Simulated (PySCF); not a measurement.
Isomers C4H3F5O:

A. `InChI=1S/C4H3F5O/c5-3(6,2-1-10-2)4(7,8)9/h2H,1H2/t2-/m0/s1`
B. `C=C(OC(F)(F)F)C(F)F`
C. SMILES FCO/C(F)=C\C(F)(F)F

Spectrum 1. ¹H NMR (300 MHz, computed): δ 6.34 (m, 1H), 5.86 (m, 1H), 5.65 (m, 1H). ¹³C{¹H} NMR (computed): δ 160.0 (C), 129.6 (C), 117.5 (CH), 105.8 (CH2).

Spectrum 2. ¹H NMR (300 MHz, computed): δ 6.12 (m, 2H), 4.93 (m, 1H). ¹³C{¹H} NMR (computed): δ 171.1 (C), 132.2 (C), 100.2 (CH2), 84.0 (CH).

Spectrum 3. ¹H NMR (300 MHz, computed): δ 3.20 (m, 1H), 3.05 (m, 1H), 2.81 (m, 1H). ¹³C{¹H} NMR (computed): δ 128.6 (C), 119.7 (C), 49.3 (CH), 41.5 (CH2).

Computed data (PySCF 2.14.0 with density-fitted response routines): σ from GIAO-PBE0/pcSseg-1, geometry: GFN2-xTB. One averaged value for each set of equivalent atoms, in vacuum, one conformer, non-relativistic.

Scale: ¹H (σ = 31.72 ppm), ¹³C (σ = 186.93 ppm) vs TMS (reference shieldings calculated alike). Splittings of carbon signals by F and P are missing where no couplings were computed. Where no couplings were computed, multiplicities follow the n + 1 count of equivalent neighbours, and m marks all less simple cases (inequivalent or close neighbours, rings, F or P nearby). Shifts are as computed. Against solution values, carbons near 30 ppm lie about +3 ppm off and those near 130 ppm about +5 ppm. Of 1211 compounds with measured shifts, 218 miss one by over three times the rms of a fit or turn the order of signals round; such compounds aren't used in these exercises.

**Question.** Which spectrum belongs to which compound?

**Answer.** 1–B, 2–C, 3–A.

- Spectrum 1 (B): 4 ¹³C signals; δC 160.0 is an alkene carbon bearing oxygen; δC 129.6 is a CF3 carbon.
- Spectrum 2 (C): 4 ¹³C signals; δC 171.1 is an alkene carbon bearing oxygen; δC 132.2 is a CF3 carbon.
- Spectrum 3 (A): 4 ¹³C signals; δC 128.6 is a CF3 carbon; δC 119.7 is a fully substituted sp3 carbon bonded to 2 F.
